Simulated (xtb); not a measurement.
C₄H₁₀As (SMILES [CH2]C(C)(C)[AsH2]), doublet, at a GFN2-xTB geometry. Base run: GFN0-xTB run with xtb.

xtb was given this input:
```
$ xtb mol.xyz --gfn 0 --uhf 1 --json

# file mol.xyz
15

C     -1.39971709    -0.02774727     1.36922598
C     -0.97812280     0.12996158     0.02429981
C     -1.15233389     1.53356131    -0.53733861
C     -1.49034675    -0.93643955    -0.93293301
As     1.18561052    -0.16271413     0.00291320
H     -1.39896124     0.80490829     2.04952295
H     -1.64575139    -0.99849019     1.76069133
H     -2.21201114     1.76154937    -0.65414947
H     -0.67256403     1.62200928    -1.51394067
H     -0.71436310     2.27203018     0.13412416
H     -1.00997176    -0.84356970    -1.90882687
H     -2.56686577    -0.83152136    -1.06945470
H     -1.28979208    -1.93286927    -0.53933096
H      1.39548342     0.69269203     1.21828712
H      1.11277329    -1.37318878     0.88741642
```

The base run was repeated with changes; each row names its change, and settings that it needs were set with it.

| change | ΔE vs base (kJ/mol) |
|---|---|
| base | 0.00 |
| etemp = 10 | 0.00 |
| etemp = 1000 | 0.00 |
| etemp = 3000 | -0.59 |
| acc = 0.1 | 0.00 |
